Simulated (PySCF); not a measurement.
Q: Give a PBE0-D3(BJ)/def2-SVP geometry of InChI=1S/C7H8F4/c8-5-2-3-1-4(6(3)5)7(9,10)11/h3-6H,1-2H2/t3-,4+,5+,6+/m0/s1.

A: 
```xyz
19
C7H8F4 angstrom
F      1.2166    2.2495   -0.1846
C      1.2466    1.1908    0.6818
C      2.0081   -0.0550    0.2038
C      0.7775   -0.9269    0.5446
C     -0.1175   -1.2525   -0.6590
C     -0.7499    0.1533   -0.5491
C     -2.2492    0.1946   -0.5105
F     -2.7496   -0.6445    0.4084
F     -2.6969    1.4172   -0.2115
F     -2.7735   -0.1553   -1.6903
C     -0.0418    0.3786    0.8020
H      1.5949    1.5598    1.6603
H      2.2391   -0.0194   -0.8718
H      2.9334   -0.2805    0.7514
H      0.9181   -1.6998    1.3112
H      0.3861   -1.4983   -1.6056
H     -0.8480   -2.0411   -0.4293
H     -0.4299    0.8710   -1.3184
H     -0.6896    0.5431    1.6733
```

Orientation and origin are arbitrary. Atoms count from 1 in this order. The 4-membered ring C2–C3–C4–C11 has internal angles of 89.0° to 90.7°; it is slightly puckered (a soft mode that the optimisation may not have finished), 0.06 Å rms from its mean plane, widest ring torsion 9°. The C–C distances run from 1.500 Å (C6–C7, drawn single) to 1.563 Å (C4–C11, drawn single), a spread of 0.063 Å. Of the pairs four or more bonds apart, F1···H18 is among the closest relative to their van der Waals radii: 2.43 Å, 91 % of the sum of Bondi's values. The 4-membered ring C4–C5–C6–C11 has internal angles of 88.5° to 90.4°; it is slightly puckered (a soft mode that the optimisation may not have finished), 0.06 Å rms from its mean plane, widest ring torsion 10°.

Bonds between heavy atoms (Å): F1–C2 1.368, C2–C3 1.536, C3–C4 1.546, C4–C5 1.535, C5–C6 1.545, C6–C7 1.500, C7–F8 1.341, C7–F9 1.336, C7–F10 1.338, C6–C11 1.542, C2–C11 1.528, C4–C11 1.563.

Theory: PBE0-D3(BJ)/def2-SVP geometry optimisation, gas phase (PySCF 2.14.0).

Point group: C1 (no symmetry element, even within 0.4 Å). No frequency check.
